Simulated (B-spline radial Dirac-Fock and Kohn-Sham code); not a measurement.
## Dipole and non-dipole photoemission parameters of P⁺ 1s

System: P⁺ in the configuration 1s2 2s2 2p6 3s2 3p2; threshold 2141.2 eV (orbital energy of the model). Model: Dirac-Hartree-Slater photoionisation with a Latter tail; cross sections with all multipoles, angular parameters from the dipole term and its interference with E2. Program: a radial atomic solver.

```
hν (eV)  σ (kb)      β       γ
   2170     116  2.000  -0.157
   2580    76.7  2.000   0.221
   3030    51.1  2.000   0.458
   3080    48.9  2.000   0.480
   3230    43.3  2.000   0.542
   3720       ?      ?       ?
   4000    24.7  2.000   0.805
   4420    18.8  2.000   0.923
   5180    12.2  2.000   1.112
   7650    4.08  2.000   1.593
 8047.8    3.53  2.000   1.659
   8070    3.50  2.000   1.663
   8990    2.56  2.000   1.807
  10800    1.50  2.000   2.064
  13200   0.827  2.000   2.361
  15000   0.564  1.999   2.562
```

Q: Give the values at 3720 eV.

A: σ = 29.9 kb, β = 2.000, γ = 0.717. For an s subshell δ is negligible.

Values without a named source are computed, but for edge energies of neutral atoms, which are taken from tables.
